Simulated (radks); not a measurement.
The numbers below are computed, except where a source is named.
Q: Valence configurations of neutral iodine (all share [Kr]). Level of theory: scalar-relativistic Kohn-Sham, r2SCAN, spin-polarised, spherical densities, finite nucleus; open shells are filled with parallel spins first (spin-orbit coupling, left out, can overturn this in heavy ions); meta-GGA in the generalised Kohn-Sham scheme; Fermi nuclear charge, rms radius 4.75 fm (a radial shooting solver on a logarithmic mesh with Libxc functionals). Order these by energy: 4d10 5s2 5p5; 4d9 5s2 5p6; 4d9.5 5s1.5 5p6; 4d10 5s1 5p6; 4d9.5 5s2 5p5.5; 4d10 5s1.5 5p5.5.

A: From the lowest, in eV above it: 4d10 5s2 5p5 0.000; 4d10 5s1.5 5p5.5 5.286; 4d10 5s1 5p6 10.547; 4d9.5 5s2 5p5.5 22.735; 4d9.5 5s1.5 5p6 28.206; 4d9 5s2 5p6 46.541. NIST lists [Kr] 4d10 5s2 5p5 as the ground configuration; this level of theory agrees among the configurations tried. The energies are those of spherical high-spin densities, not of single terms.
